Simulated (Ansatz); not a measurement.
FeMe2 (C₂H₆Fe), relaxed as a singlet with RKS PBE0-D4/def2-TZVP in Ansatz, starting from the PBE0-D4/def2-TZVP geometry of the neutral quintet. Force threshold 0.02 eV/Å.

A triplet lies near this restricted singlet, and broken spin symmetry wasn't tried. At PBE0-D4/def2-TZVP a quintet of charge 0 lies 2.81 eV below the restricted singlet, each at its own geometry.

Start:

```xyz
9

Fe   -0.107   -0.036   -0.021
C     0.050   -1.153    1.665
H     1.097   -1.376    1.899
H    -0.470   -2.114    1.575
H    -0.372   -0.641    2.538
C    -0.059    1.150   -1.666
H    -0.242    2.201   -1.414
H    -0.812    0.863   -2.409
H     0.916    1.105   -2.166
```

(1) Estimate the energy that the relaxation releases and the steps that it takes.

(2) Does the start keep its bonding and symmetry?

(3) Predict the relaxed structure.

Answers

(1) 115.9 kJ/mol, in 14 steps; 55 s on 2 threads of Arm Neoverse V1 on a shared host. No frequencies were taken in this run, so the end may be a saddle point.

(2) By distances, no bond broke or formed. The bond that changes most is Fe1–C6, from 2.03 to 1.91 Å (atoms count from 1).

(3) 
```tsv
atom	x (Å)	y (Å)	z (Å)
Fe1	-0.6700	-0.5880	-0.3850
C2	0.0679	-0.9343	1.3374
H3	1.1470	-1.1162	1.3424
H4	-0.4378	-1.8726	1.6403
H5	-0.1620	-0.1703	2.0870
C6	-0.0523	0.9479	-1.3284
H7	-0.2542	1.9006	-0.8292
H8	-0.6460	0.9202	-2.2637
H9	1.0074	0.9128	-1.6008
```
Bond lengths: 2 × C–Fe 1.91 Å; 6 × C–H 1.09 to 1.11 Å.
